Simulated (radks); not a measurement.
Values are calculated unless marked as measured or tabulated.
Effect of the nuclear size on the thulium ion Tm+, [Xe] 4f13 6s1. Code: a radial shooting solver on a logarithmic mesh with Libxc functionals. Model: Dirac Kohn-Sham, relativistic LDA (MacDonald-Vosko exchange, VWN5 correlation), spin-unpolarised, spherical densities, finite nucleus; open shells fill j = l - 1/2 first; Fermi nuclear charge, rms radius 5.2256 fm. The rms radius is varied about that value; shifts are against it.

\begin{tabular}{lrrrrrrrrr}
rms radius (fm) & total energy shift (eV) & density at nucleus (e/bohr^3) & 1s1/2 shift (meV) & 2s1/2 shift (meV) & 4p1/2 shift (meV) & 5s1/2 shift (meV) & 5p1/2 shift (meV) & 6s1/2 shift (meV) & 6p1/2 (empty) shift (meV) \\ \hline
4.4313 & -9.77 & 9.838e+05 & -3970 & -535 & 0.109 & -4.27 & 0.237 & -0.351 & 0.097 \\
4.7919 & -5.47 & 9.611e+05 & -2230 & -300 & 0.061 & -2.39 & 0.133 & -0.197 & 0.054 \\
5.2256 & 0 & 9.366e+05 & 0.000 & 0.000 & 0.000 & 0.000 & 0.000 & 0.000 & 0.000 \\
5.6959 & 6.31 & 9.128e+05 & 2570 & 346 & -0.069 & 2.76 & -0.153 & 0.227 & -0.062 \\
5.8579 & 8.57 & 9.052e+05 & 3480 & 470 & -0.093 & 3.75 & -0.207 & 0.308 & -0.085 \\
\end{tabular}

Slopes of the eigenvalues against <r^2> in GHz/fm^2, as finite differences over the two radii next to the reference (eigenvalue slopes, not the field-shift constants of lines): 1s1/2 122000, 2s1/2 16500, 4p1/2 -3.30, 5s1/2 131, 5p1/2 -7.28, 6s1/2 10.8, 6p1/2 (empty) -2.97.
